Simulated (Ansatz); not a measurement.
Computed with Ansatz.

A structure relaxed at PBE0-D4/def2-TZVP, charge 0, multiplicity 1:

```xyz
21

C    -1.317    1.753    1.240
Si   -0.635    0.018    1.276
C    -1.771   -1.144    2.181
O    -0.442   -0.538   -0.254
Si    0.544   -0.506   -1.565
C     1.020    1.252   -1.973
C     2.057   -1.546   -1.246
H    -1.450    2.139    2.255
H    -0.644    2.430    0.709
H    -2.288    1.778    0.739
H     0.699    0.039    1.951
H    -2.750   -1.182    1.697
H    -1.361   -2.156    2.196
H    -1.915   -0.821    3.216
H    -0.232   -1.085   -2.697
H     0.134    1.869   -2.144
H     1.599    1.702   -1.162
H     1.632    1.286   -2.879
H     2.638   -1.145   -0.411
H     1.779   -2.574   -1.003
H     2.704   -1.571   -2.127
```

Q: Give its formula and SMILES.

A: C4H14OSi2, `C[SiH](C)O[SiH](C)C`.

Q: Point group (tolerance 0.08 Å, 0.16 Å for H)?

A: C1.

Q: Summarise the bond lengths by kind.

A: 4 × C–Si 1.860 to 1.866 Å; 12 × C–H 1.092 to 1.094 Å; 2 × O–Si 1.640 Å; 2 × H–Si 1.489 to 1.495 Å.
